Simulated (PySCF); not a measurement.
C2H8F2Si2, SMILES FC(F)C([SiH3])[SiH3]. Atoms are numbered in the order given.

```xyz
14

F      0.7251     1.1550     1.2659
C      0.5013     1.2108    -0.0817
F     -0.4965     2.1251    -0.2796
C      0.1018    -0.1539    -0.6012
Si    -1.7071    -0.5952    -0.1678
Si     1.3069    -1.5125    -0.0243
H      1.4142     1.6139    -0.5543
H      0.1608    -0.1287    -1.7036
H     -1.9693    -0.3197     1.2696
H     -1.8852    -2.0546    -0.4237
H     -2.6664     0.1587    -1.0199
H      0.9922    -1.9471     1.3635
H      2.7073    -1.0004    -0.0773
H      1.1732    -2.6763    -0.9444
```
Charge 0, spin multiplicity 1.

Geometry: B3LYP-D3(BJ)/def2-SVP. This is a generated structure with no PubChem entry under its InChIKey; it may be hypothetical. The values are those of a single conformer.

The numbers are results of PBE/pcSseg-1 in PySCF, not measurements.

GIAO shieldings, no solvent; atoms listed in one row are averaged. δ = σ(ref) − σ: ¹⁹F against CFCl3 (σ = 133.6 ppm); ¹³C against TMS (σ = 182.0 ppm); ²⁹Si against TMS (σ = 335.4 ppm); ¹H against TMS (σ = 31.49 ppm), references at their B3LYP-D3(BJ)/def2-TZVP geometries, non-relativistic.

**Question.** Estimate the chemical shifts. (Estimate from the structure and the level; the computed values follow.)

**Answer.** 
| nucleus | atoms | count | δ (ppm) |
|---|---|---|---|
| ¹⁹F | F3 | 1 | -129.8 |
| ¹⁹F | F1 | 1 | -149.2 |
| ¹³C | C2 | 1 | 129.5 |
| ¹³C | C4 | 1 | 14.6 |
| ²⁹Si | Si6 | 1 | -71.9 |
| ²⁹Si | Si5 | 1 | -76.1 |
| ¹H | H7 | 1 | 6.70 |
| ¹H | H9, H10, H11 | 3 | 4.34 |
| ¹H | H12, H13, H14 | 3 | 4.21 |
| ¹H | H8 | 1 | 1.29 |
